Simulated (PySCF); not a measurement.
A structure optimised at B3LYP-D3(BJ)/def2-TZVP, used in a PySCF frequency run:

```xyz
6

C     -0.0123    -0.6266     0.0000
N      0.1530     0.8007     0.0000
H     -0.5836    -0.9660     0.8774
H      0.9570    -1.1256     0.0000
H     -0.5836    -0.9660    -0.8774
H     -0.7865     1.2129     0.0000
```
Charge 0, spin multiplicity 2.

### Question
Write its SMILES, formula and point group.

### Answer
C[NH], CH4N, Cs

### Question
What are its rotational constants (standard atomic weights)?

### Answer
125.16, 25.495, 24.349 GHz
